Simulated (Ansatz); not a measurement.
A made-up structure of AlBH₂ClF, singlet:

```
atom    x (Å)    y (Å)    z (Å)
  F1   0.2285  -2.6401   0.0794
  B2   0.5802   0.8769   0.2467
 Al3  -0.4178  -0.9694  -0.1797
 Cl4  -2.4743  -0.8586  -1.0350
  H5   1.2071   1.3926  -0.5679
  H6   0.4440   1.3804   1.2716
```

It is relaxed with PBE-D4/def2-SVP and then PBE0-D4/def2-TZVP (Ansatz 0.2.0). Atoms count as bonded within 1.22 times the sum of their covalent radii (H–H: 0.88 Å). The end point is not checked to be a true minimum.

Problem. Does its bonding change? (A judgement: the text doesn't fix the answer.)

Solution. The calculation gives: No: no bond forms or breaks.

Where it ends: The first stage lowers the energy by 0.41 eV in 5 steps. It ends as AlBH₂ClF ([BH2][Al]([F])[Cl]):
F1  (0.193, -2.447, 0.065)
B2  (0.553, 0.817, 0.235)
Al3  (-0.477, -0.967, -0.204)
Cl4  (-2.409, -0.937, -1.008)
H5  (1.244, 1.364, -0.574)
H6  (0.464, 1.352, 1.301)
(Å)

Labels in which every atom is bracketed show which atoms are joined, not bond orders.

For scale, one of the runs: PBE0-D4/def2-TZVP relaxation, 148 basis functions, launched by `ansatz run in.yaml --threads 2 --pin off --events-out ev --progress --plain --max-ram 4352MiB`. Hardware: 2 CPU threads of an Intel Xeon 6975P-C, shared host. Wall time about 10 s.
